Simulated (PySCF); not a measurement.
A side-by-side comparison of computed properties.

First species: C5H9Si (charge +1).
Atom-mapped SMILES: `[CH:1]#[C:2][CH2:3][Si+:4]([CH3:5])[CH3:6]` (hydrogens: H7 on C1; H8, H9 on C3; H10, H11, H12 on C5; H13, H14, H15 on C6)

Second species: C5H12P2S.
InChI=1S/C5H12P2S/c1-6-2-4-7(8)5-3-6/h7H,2-5H2,1H3

Levels: B3LYP/def2-SVPD for HOMO energy, LUMO energy, HOMO–LUMO gap and static isotropic polarisability; TDDFT B3LYP/def2-SVPD for lowest singlet excitation. Geometries: PBE0-D3(BJ)/def2-SVP. Each structure is a single optimised conformer of the isolated species, non-relativistic unless stated. Electronic properties by PySCF.

Dipoles, sizes and rotational constants follow the conformer. The torsions of the flexible species, by atom-mapped SMILES:
- `[CH:1]#[C:2][CH2:3][Si+:4]([CH3:5])[CH3:6]`: C2–C3–Si4–C5 2°

The conformers of `CP1CC[PH](=S)CC1` aren't listed.

| property | column X | column Y |
| --- | --- | --- |
| HOMO energy | -11.62 eV | -6.23 eV |
| LUMO energy | -7.70 eV | -0.09 eV |
| HOMO–LUMO gap | 3.92 eV | 6.14 eV |
| lowest singlet excitation | 3.03 eV | 5.27 eV |
| static isotropic polarisability | 77.9 au | 132.8 au |

**Question.** Which column belongs to which species?

**Answer.** Column X is the first species and column Y the second. The first has 15 atoms and 52 electrons, the second 20 and 88; their charges are +1 and 0, their HOMO energies -11.62 eV and -6.23 eV.

**Question.** How does each property change from the first species to the second?

**Answer.** HOMO energy +5.39 eV; LUMO energy +7.61 eV; HOMO–LUMO gap +2.22 eV; lowest singlet excitation +2.24 eV; static isotropic polarisability +54.9 au.

On the first: 2 of the 6 computed singlets lie in the visible range (750 to 380 nm, 1.65 to 3.26 eV), with an oscillator strength of 0.010 in sum. The 6 singlets span 3.03 to 6.03 eV, and their oscillator strengths add up to 0.04.

On the second: The polarisability is 19.67 Å³ as a volume (1 au = 0.148185 Å³), or 1.51 au for each of the 88 electrons. S1 lies 0.87 eV below the HOMO–LUMO gap.
